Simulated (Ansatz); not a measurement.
The first iterations of a band of Cl2F2H4NOTa (11 atoms, charge 0, multiplicity 1).

Method: RKS LDA/def2-SVP (Ansatz 0.2.0).

```yaml
movable_images: 4
climbing_image: no
spring: 5.0 eV/Å²
optimiser: quadratic models (default)
start_path: through a guess of the saddle point
force_threshold: 0.03 eV/Å
iteration_limit: 60
end_points: relaxed
```

First end point:

```xyz
11
Properties=species:S:1:pos:R:3
Ta -0.158 0.014 -0.121
Cl 2.271 -0.500 -0.189
O 0.046 0.090 1.739
H 0.483 0.065 2.606
F -0.014 -0.187 -1.989
Cl -1.892 1.530 -0.256
N -1.016 -1.725 -0.060
H -1.291 -2.228 0.792
H -1.269 -2.244 -0.912
F 1.100 1.876 -0.421
H 1.907 1.264 -0.413
```

Last end point:

```xyz
11
Properties=species:S:1:pos:R:3
Ta -0.620 0.199 -0.319
Cl 3.027 0.462 1.294
O 0.124 0.161 1.393
H 1.041 0.179 1.791
F -0.829 0.049 -2.189
Cl -2.426 1.559 0.060
N -1.122 -1.671 -0.202
H -1.034 -2.242 0.647
H -1.486 -2.197 -1.007
F 1.168 0.774 -0.854
H 2.323 0.683 0.161
```

| iteration | highest image above the first end (eV) | largest band force component (eV/Å) |
| --- | --- | --- |
| 1 | 5.488 | 26.946 |
| 2 | 1.457 | 2.112 |
| 3 | 0.999 | 1.357 |
| 4 | 0.749 | 0.834 |
| 5 | 0.708 | 0.648 |
| 6 | 0.545 | 0.650 |

Question: Does the band converge within its limit, and where does its top end?

Answer: It converged. It ended after 18 iterations with the highest image 0.202 eV above the first end. No image climbed, so the highest image needn't sit at the top of the path. The orbitals stay closed-shell, which can raise the energy where a bond breaks towards radicals; this wasn't checked here.

Run time: 110 s on 4 threads of Arm Neoverse V1, with other jobs on the host, peak memory 0.22 GiB.
